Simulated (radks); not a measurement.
Spin polarisation of the 3p1 shell in Si+. Start: [Ne] 3s2 3p(up 0.5, down 0.5); electrons of 3p are moved from spin down to spin up, other shells keep equal spins. Method: scalar-relativistic Kohn-Sham, LDA (Slater exchange, Perdew-Wang correlation), spin-polarised, spherical densities, finite nucleus; Fermi nuclear charge, rms radius of each element as measured or else 0.836 A^(1/3) + 0.57 fm; computed with a radial shooting solver on a logarithmic mesh with Libxc functionals.

| moment (Bohr magnetons) | E - E(0) (eV) | e(3p up) (eV) | e(3p down) (eV) | 3s down minus up (eV) | 2p down minus up (eV) |
|---|---|---|---|---|---|
| 0 | 0.000 | -11.747 | -11.747 | 0.000 | 0.000 |
| 0.25 | -0.014 | -11.852 | -11.633 | 0.234 | 0.041 |
| 0.5 | -0.055 | -11.949 | -11.511 | 0.469 | 0.081 |
| 0.75 | -0.123 | -12.039 | -11.378 | 0.706 | 0.122 |
| 1 | -0.220 | -12.122 | -11.235 | 0.947 | 0.163 |

At moment 1 the spin-polarisation energy is -0.220 eV and the 3p exchange splitting 0.888 eV, that is 0.888 eV per Bohr magneton; E = -I m^2/4 would give I = 0.880 eV.
